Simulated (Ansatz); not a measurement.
(OH)2Zr(OSiH2)2O (ZrSi₂O₅H₆). Total charge 0; singlet. Geometry B3LYP-D4/def2-SVP; atoms count from 1.

```csv
atom,x (Å),y (Å),z (Å)
Zr1,0.328,-1.421,-0.223
O2,-0.989,-2.767,-0.652
O3,2.133,-2.098,-0.108
O4,0.217,0.114,-1.456
Si5,-0.139,1.731,-1.291
O6,-0.469,2.024,0.317
Si7,-0.541,1.163,1.743
O8,-0.165,-0.423,1.405
H9,-1.606,-3.468,-0.866
H10,3.015,-2.469,-0.060
H11,1.029,2.555,-1.698
H12,-1.340,2.074,-2.097
H13,0.449,1.730,2.695
H14,-1.920,1.255,2.290
```

In the def2 sets Zr takes a core potential; there is no spin–orbit coupling.

Estimate the Mulliken populations from the PBE0/def2-TZVP orbitals of Ansatz.


```tsv
atom	charge (e)	d electrons
Zr1	1.78	1.74
O2	-0.77	–
O3	-0.77	–
O4	-0.64	–
Si5	0.48	–
O6	-0.40	–
Si7	0.48	–
O8	-0.64	–
H9	0.33	–
H10	0.33	–
H11	-0.05	–
H12	-0.05	–
H13	-0.05	–
H14	-0.05	–
```
Mulliken values and Mayer orders depend strongly on the basis.

And the Mayer bond orders between bonded heavy atoms (over 0.3)?

Zr1–O2 0.90 (1.93 Å); Zr1–O3 0.90 (1.93 Å); Zr1–O4 0.85 (1.97 Å); Zr1–O8 0.85 (1.97 Å); O4–Si5 1.18 (1.66 Å); Si5–O6 1.15 (1.67 Å); O6–Si7 1.15 (1.67 Å); Si7–O8 1.18 (1.66 Å).
